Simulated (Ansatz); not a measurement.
A nudged elastic band was laid between two geometries of AlH8NOSi (12 atoms, charge 0, multiplicity 1).

All numbers below come from RHF/6-31G* in Ansatz.

- movable images: 7
- climbing image: yes
- spring: 5.0 eV/Å²
- optimiser: quadratic models (default)
- start path: through a guess of the saddle point
- force threshold: 0.05 eV/Å
- iteration limit: 60
- end points: relaxed

First end point:

```xyz
12
Properties=species:S:1:pos:R:3
Al 0.203 0.233 0.249
O -0.741 -0.358 1.581
H -1.299 -1.117 1.515
H 1.775 -0.064 0.257
H -0.529 0.307 -1.177
N 0.155 2.202 0.917
H 1.098 2.451 1.167
Si -0.614 3.414 -0.162
H -1.998 2.989 -0.383
H -0.586 4.732 0.496
H 0.174 3.456 -1.397
H -0.351 2.070 1.779
```

Last end point:

```xyz
12
Properties=species:S:1:pos:R:3
Al 0.482 0.443 0.139
O -0.721 -0.010 1.732
H -1.552 -0.418 1.511
H 1.847 -0.289 0.495
H -0.497 -0.131 -0.983
N 0.492 2.256 0.402
H 1.353 2.608 0.778
Si -0.541 3.479 -0.223
H -1.876 2.884 -0.464
H -0.710 4.593 0.743
H -0.089 4.100 -1.491
H -0.901 0.800 2.202
```

Problem. Which bonds break or form, and what moves?

Solution. Bonds broken: N6–H12. Bonds formed: O2–H12.

Problem. Give the energies along the band, and the barrier.

Solution. It converged. The highest image is number 4 of 0 to 8, 28.4 kcal/mol above the first end and 13.9 kcal/mol above the last; the last end lies 14.5 kcal/mol above the first. The profile has 3 maxima (images 2, 4, 6) with wells between them (images 3, 5): this band takes more than one step, which may be the mechanism or a detour left from its start path. Neighbouring images differ by up to 1.2 eV, so the band resolves the path poorly. A vibrational analysis at the climbing image gives one clearly imaginary mode, 1678i cm⁻¹: a first-order saddle point. The orbitals stay closed-shell, which can raise the energy where a bond breaks towards radicals; this wasn't checked here.

| image | path coordinate (Å) | energy (kcal/mol) | N6–H12 (Å) | O2–H12 (Å) |
| --- | --- | --- | --- | --- |
| 0 | 0.00 | 0.0 | 1.01 | 2.47 |
| 1 | 2.00 | 1.0 | 1.01 | 2.54 |
| 2 | 3.99 | 1.1 | 1.01 | 2.69 |
| 3 | 5.99 | 0.1 | 1.01 | 2.54 |
| 4 | 7.98 | 28.4 | 1.35 | 1.18 |
| 5 | 9.38 | 14.6 | 2.73 | 0.95 |
| 6 | 10.77 | 15.1 | 2.68 | 0.95 |
| 7 | 12.16 | 14.9 | 2.73 | 0.95 |
| 8 | 13.56 | 14.5 | 2.70 | 0.95 |

Problem. What is the geometry of the highest image?

Solution. 
```xyz
12
Properties=species:S:1:pos:R:3:forces:R:3
Al -0.024 0.141 0.034 0.01 -0.01 -0.03
O -0.382 0.287 1.887 0.00 0.01 0.03
H -1.247 0.194 2.264 -0.01 0.00 -0.01
H 1.260 -0.738 -0.262 0.00 0.00 -0.01
H -1.378 -0.010 -0.784 0.00 0.00 0.01
N 0.400 2.008 0.462 -0.01 0.02 0.00
H 1.390 2.175 0.539 0.00 -0.01 0.00
Si -0.470 3.416 -0.102 0.00 0.01 -0.01
H -0.262 3.670 -1.541 0.00 0.00 0.00
H -1.905 3.184 0.143 0.00 0.00 0.00
H -0.036 4.618 0.640 -0.01 0.00 0.00
H -0.059 1.372 1.562 0.00 -0.02 0.02
```

Run time: 3.4 min on 1 thread of Arm Neoverse V2 (shared host), peak memory 0.15 GiB.
